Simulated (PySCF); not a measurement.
Cards and structures have been mixed up. Pair them.

Structures:
1. `Cc1cncn1[SiH3]`
2. `N#C[C@]1(C[SiH3])[C@@H]2C[C@@H]21`
3. `O[SiH2]O[SiH3]`
4. `N1[C@H](C=1)C#N`

Card P (geometry GFN2-xTB):
* Rotational constants A, B, C: 2.693, 1.306, 1.024 GHz
* Static isotropic polarisability (PBE0/def2-SVPD): 93.6 au
* Lowest triplet excitation (Tamm–Dancoff) (TDA PBE0/def2-SVPD): 6.19 eV
* Point group: C1
* 13C chemical shifts (computed TMS as zero) by class (GIAO PBE0/pcSseg-1): 125.5 (1 C), 37.0 (1 C), 26.0 (1 C), 16.1 (1 C), 13.7 (2 C) ppm
* Strongest line among the 6 lowest singlet transitions (TDDFT PBE0/def2-SVPD): S6 at 7.77 eV (160 nm, f = 0.078)

Card Q (geometry GFN2-xTB):
* Rotational constants A, B, C: 16.462, 1.988, 1.851 GHz
* Static isotropic polarisability (PBE0/def2-SVPD): 57.7 au
* Lowest triplet excitation (Tamm–Dancoff) (TDA PBE0/def2-SVPD): 6.82 eV
* Isotropic shieldings of nuclei other than C and H, by class (GIAO PBE0/pcSseg-1): 298 (1 O), 300 (1 O), 385 (1 Si), 394 (1 Si) ppm
* Lowest singlet excitation (TDDFT PBE0/def2-SVPD): 7.13 eV (174 nm, f = 0.003)
* Dipole moment (PBE0/def2-SVPD): 1.20 D
* HOMO energy (PBE0/def2-SVPD): -8.45 eV

Card R (geometry GFN2-xTB):
* Rotational constants A, B, C: 22.643, 3.628, 3.564 GHz
* Static isotropic polarisability (PBE0/def2-SVPD): 41.6 au
* Lowest singlet excitation (TDDFT PBE0/def2-SVPD): 5.04 eV (246 nm, f = 0.003)
* Largest of the computed one-bond spin–spin couplings (means over like bonds) (B3LYP/pcJ-1): 13C–1H +270.0, 13C–1H +203.1, 13C–13C +101.0, 13C–13C +27.2, 15N–13C -21.9, 15N–13C +13.3, 15N–13C +8.3 Hz
* Lowest triplet excitation (Tamm–Dancoff) (TDA PBE0/def2-SVPD): 4.31 eV
* HOMO energy (PBE0/def2-SVPD): -8.57 eV
* Dipole moment (PBE0/def2-SVPD): 4.34 D

Card S (geometry GFN2-xTB):
* Rotational constants A, B, C: 3.529, 2.092, 1.345 GHz
* Static isotropic polarisability (CAM-B3LYP/def2-SVPD): 82.5 au
* Strongest line among the 8 lowest singlet transitions (TDDFT CAM-B3LYP/def2-SVPD): S2 at 6.32 eV (196 nm, f = 0.167)
* Isotropic shieldings of nuclei other than C and H, by class (GIAO PBE0/pcSseg-1): -45 (1 N), 91 (1 N), 408 (1 Si) ppm
* Lowest singlet excitation (TDDFT CAM-B3LYP/def2-SVPD): 5.86 eV (211 nm, f = 0.000)

Each SMILES stands for a single optimised conformer of the isolated species, non-relativistic unless stated. Electronic properties by PySCF. NMR classes are plain means over equivalent atoms (diastereotopic ones count apart unless rotation or inversion swaps them), as if these changed places fast.

Question: Which card belongs to which structure?

Answer: P = 2, Q = 3, R = 4, S = 1. What ties each card to its structure:
- 1 (card S), C4H8N2Si, monoisotopic mass 112.0 u, 7 heavy atoms: an asymmetric top with C = 1.345 GHz; polarisability 82.5 au for 60 electrons.
- 2 (card P), C6H9NSi, monoisotopic mass 123.1 u, 8 heavy atoms: 6 C in 5 classes; the least shielded carbon (125.5 ppm) is a nitrile carbon; an asymmetric top with C = 1.024 GHz, the lowest such constant on the cards; polarisability 93.6 au for 66 electrons.
- 3 (card Q), H6O2Si2, monoisotopic mass 94.0 u, 4 heavy atoms: an asymmetric top with C = 1.851 GHz; polarisability 57.7 au for 50 electrons; dipole 1.20 D.
- 4 (card R), C3H2N2, monoisotopic mass 66.0 u, 5 heavy atoms: an asymmetric top with C = 3.564 GHz, the highest such constant on the cards; polarisability 41.6 au for 34 electrons; dipole 4.34 D.
